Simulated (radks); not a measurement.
The numbers below are computed, except where a source is named.
Removal energies from the erbium ion Er12+, [Kr] 4d10 4f(5/2: 6, 7/2: 2) 5s2, by Delta-SCF beside the eigenvalue of the level emptied. Level of theory: Dirac Kohn-Sham, PBE, spin-unpolarised, spherical densities, finite nucleus; Fermi nuclear charge, rms radius of each element as measured or else 0.836 A^(1/3) + 0.57 fm (a radial shooting solver on a logarithmic mesh with Libxc functionals). Sub-shells are occupied by j as written (lower j first in brackets).

removed from,final configuration,Delta-SCF (eV),-eigenvalue (eV)
4f7/2,"[Kr] 4d10 4f(5/2: 6, 7/2: 1) 5s2",243.87,228.04
4f5/2,"[Kr] 4d10 4f(5/2: 5, 7/2: 2) 5s2",245.45,229.53
5s1/2,"[Kr] 4d10 4f(5/2: 6, 7/2: 2) 5s1",259.84,249.50
4d5/2,"[Kr] 4d(3/2: 4, 5/2: 5) 4f(5/2: 6, 7/2: 2) 5s2",410.45,393.58
